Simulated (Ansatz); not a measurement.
The cluster Li8H8, relaxed as a singlet with RKS r2SCAN-D4/def2-SVP in Ansatz, starting from the GFN1-xTB geometry. Force threshold 0.02 eV/Å.

The restricted singlet is unstable towards broken spin symmetry in Hartree–Fock (as tested in another run); at r2SCAN-D4/def2-SVP this wasn't settled. In the singlet, H9 and H11 lie 0.77 Å apart (atoms count from 1), so H2 has formed as a molecule. Another isomer (singlet) lies 2.36 eV lower at PBE0-D4/def2-TZVP; other spin states weren't run for this one.

Start:

```xyz
16

Li   -2.342   -1.433    2.142
Li   -2.413   -0.806   -0.604
Li   -0.878    0.801   -1.769
Li    1.943    1.962   -0.788
Li    1.210   -0.347   -0.580
Li    0.108   -1.201    1.844
Li    0.773    1.227    1.259
Li   -1.117   -2.826    0.650
H     2.239    3.731   -1.028
H     2.374    0.766    0.427
H     2.921    3.472   -0.739
H    -2.784   -2.090    0.531
H    -0.928   -2.504    2.502
H    -2.220   -0.105   -2.120
H     0.254   -1.693    0.064
H     0.861    1.047   -1.790
```

(1) Estimate the energy that the relaxation releases and the steps that it takes.

(2) Does the start keep its bonding and symmetry?

(3) Predict the relaxed structure.

## Answers

(1) 1.45 eV, in 19 steps; 38 s on 4 threads of Arm Neoverse V2 on a shared host. No frequencies were taken in this run, so the end may be a saddle point.

(2) Bonds lost: Li4–H9, Li4–H11 (atoms count from 1). Bonds formed: Li5–H14, Li6–H10 (atoms count from 1). Metal–metal contacts that move far: Li4–Li6 4.51 to 2.87 Å, Li5–Li7 2.46 to 4.03 Å, Li2–Li5 3.65 to 2.89 Å, Li1–Li6 2.48 to 3.01 Å.

(3) 
Cartesian coordinates in Å:
```
Li -1.935 -0.844 2.130
Li -2.417 -0.452 -0.518
Li -0.744 1.293 -1.782
Li 1.830 1.093 -0.503
Li 0.159 -0.974 -1.708
Li 0.955 -0.962 1.292
Li -0.102 1.586 1.395
Li -0.883 -2.562 0.716
H 1.861 3.134 -0.547
H 1.599 0.729 1.206
H 2.610 3.016 -0.414
H -2.520 -1.781 0.686
H -0.372 -1.708 2.295
H -1.515 -0.315 -2.050
H 0.502 -1.913 -0.239
H 0.972 0.660 -1.958
```
Bond lengths (bridged metal pairs left out): 2 × Li–Li 2.75 to 2.76 Å; 17 × H–Li 1.74 to 1.87 Å.
